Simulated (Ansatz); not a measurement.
Basis-set series for GaH4PS (`S[PH][GaH2]`). Charge 0, multiplicity 1. The geometry is a stationary point of PBE0-D4/def2-TZVP. It is one conformer, not always the lowest.

| functional | basis | functions | energy (Eh) | HOMO (eV) | LUMO (eV) |
| --- | --- | --- | --- | --- | --- |
| PBE0-D4 | def2-TZVPP | 188 | -2666.31961 | -6.74 | -1.16 |
| PBE0-D4 | def2-QZVPP | 349 | -2666.38604 | -6.75 | -1.25 |
| ωB97M-V | def2-TZVPP | 188 | -2666.67692 | -8.73 | 0.77 |
| ωB97M-V | def2-QZVPP | 349 | -2666.74103 | -8.74 | 0.46 |

Give the rows for def2-SVP. (Best estimate.)

Computed: 
```json
{"functional": "PBE0-D4", "basis": "def2-SVP", "functions": "88", "energy (Eh)": "-2665.81195", "HOMO (eV)": "-6.75", "LUMO (eV)": "-0.96"}
{"functional": "ωB97M-V", "basis": "def2-SVP", "functions": "88", "energy (Eh)": "-2666.17108", "HOMO (eV)": "-8.71", "LUMO (eV)": "1.07"}
```

Positive LUMOs are unbound and depend on the basis. Scalar relativity is left out up to krypton.
